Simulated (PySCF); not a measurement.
## Two-dimensional NMR puzzle

Compound of formula C$_{8}$H$_{11}$F. Correlations simulated from computed shifts and the bond graph:

HSQC (one-bond C–H):
| δH | δC |
| --- | --- |
| 6.76 | 147.2 |
| 5.75 | 124.7 |
| 5.65 | 124.6 |
| 5.51 | 124.6 |
| 5.49 | 123.1 |
| 5.45 | 123.1 |
| 5.19 | 124.7 |
| 4.58 | 86.0 |
| 2.86 | 47.6 |

COSY cross peaks (H two or three bonds apart, from the bond graph; peaks can be absent where the dihedral angle is near 90°):
| δH | δH |
| --- | --- |
| 6.76 | 5.65 |
| 6.76 | 5.51 |
| 5.75 | 5.19 |
| 5.65 | 5.51 |
| 5.49 | 5.45 |
| 4.58 | 2.86 |

HMBC (two and three bonds, from the bond graph):
| δH | δC |
| --- | --- |
| 6.76 | 157.7, 149.8, 124.6, 123.1 |
| 5.75 | 157.7, 149.8, 47.6 |
| 5.65 | 157.7, 147.2 |
| 5.51 | 157.7, 147.2 |
| 5.49 | 157.7, 149.8, 147.2 |
| 5.45 | 157.7, 149.8, 147.2 |
| 5.19 | 157.7, 149.8, 47.6 |
| 4.58 | 149.8, 47.6 |
| 2.86 | 157.7, 149.8, 124.7, 86.0 |

Carbons without hydrogens: δ 157.7, 149.8.

PySCF 2.14 calculation with shielding tensors at PBE0/pcSseg-1 (GIAO) and geometry: GFN2-xTB; non-relativistic, one computed conformer, no solvent model, averaged over atoms made equivalent by symmetry, fast rotation or ring inversion.

Scale: TMS for $^{1}$H (σ = 31.72 ppm) and $^{13}$C (σ = 186.93 ppm) (reference shieldings calculated alike).

Exchangeable hydrogens are left out of these lists.

**Question.** Which molecule is this?

**Answer.** `C=CC(=C)C(=C)CCF`.

Structure with atom numbers: `[CH2:1]=[CH:2][C:3](=[CH2:4])[C:5](=[CH2:6])[CH2:7][CH2:8][F:9]`. Hydrogens are named by the atom that carries them. Ha(C4) is cis to C2; Ha(C1), Ha(C6) are cis to C3; Hb(C4) is trans to C2; Hb(C1), Hb(C6) are trans to C3.

- δC 157.7 is C3, a fully substituted alkene carbon.
- δC 149.8 is C5, a fully substituted alkene carbon.
- δC 147.2 is C2, an alkene CH (δH 6.76).
- δC 124.7 is C6, a terminal =CH2 carbon (δH 5.19, 5.75).
- δC 124.6 is C1, a terminal =CH2 carbon (δH 5.65, 5.51).
- δC 123.1 is C4, a terminal =CH2 carbon (δH 5.49, 5.45).
- δC 86.0 is C8, an sp3 CH2 bonded to F (δH 4.58).
- δC 47.6 is C7, an allylic sp3 CH2 (δH 2.86).
- HMBC from δH 6.76 reaches the proton-free carbons C3, C5.
- HMBC from δH 5.75 reaches the proton-free carbons C3, C5.
- HMBC from δH 5.65 reaches the proton-free carbon C3.
- HMBC from δH 5.51 reaches the proton-free carbon C3.
- COSY links 6.76–5.65, 6.76–5.51, 5.75–5.19, 5.65–5.51, 5.49–5.45, 4.58–2.86.

This is the structure that produced the data.

Shifts are as computed. Against solution values, carbons near 30 ppm lie about +3 ppm off and those near 130 ppm about +5 ppm. Of 1211 compounds with measured shifts, 218 miss one by over three times the rms of a fit or turn the order of signals round; such compounds aren't used in these exercises.
